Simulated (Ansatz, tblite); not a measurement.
Clusters of 4 atoms, halide: E(high spin) − E(low spin) (eV) at several levels, gas phase, relaxed structures; Ansatz, xTB through tblite. Each state is relaxed at the level in the geometry column; the other columns are single points. Clusters are the lowest isomers that short searches found in that spin, judged at the geometry's level. Core potentials for Ag, Au, Cs in the def2 sets, no spin–orbit coupling. xTB has no spin-polarisation term. Singlets are spin-restricted. The structures are stationary points that may keep the symmetry of their start. Correlated methods freeze inner cores and use unrestricted references for open shells.

```tsv
species	state	geometry	GFN2-xTB	PBE-D4/def2-TZVP	r2SCAN-D4/def2-TZVP	PBE0-D4/def2-TZVP	RPA@PBE/def2-TZVP
H2Au2	quintet − singlet	r2SCAN-D4/def2-TZVP	10.50	6.49	6.34	6.44	6.19
Na2Cl2⁺	quartet − doublet	PBE0-D4/def2-TZVP	4.38	5.14	5.78	5.64	5.36
Cs2Br2	quintet − singlet	PBE-D4/def2-SVP	9.72	9.22	9.84	9.34	8.59
Na2F2	triplet − singlet	PBE0-D4/def2-TZVP	4.83	4.53	4.80	4.91	4.53
Ag2F2	quintet − singlet	PBE-D4/def2-TZVP	6.86	5.62	5.60	6.37	5.74
Ag2H2	triplet − singlet	PBE0-D4/def2-TZVP	2.62	1.45	1.48	1.64	1.67
Cu2H2	quintet − singlet	PBE0-D4/def2-TZVP	9.11	5.61	5.20	5.44	4.85
```

(1) Estimate the column for GFN1-xTB.

(1) H2Au2 5.85; Na2Cl2⁺ 7.23; Cs2Br2 8.33; Na2F2 6.18; Ag2F2 5.98; Ag2H2 2.02; Cu2H2 7.11.
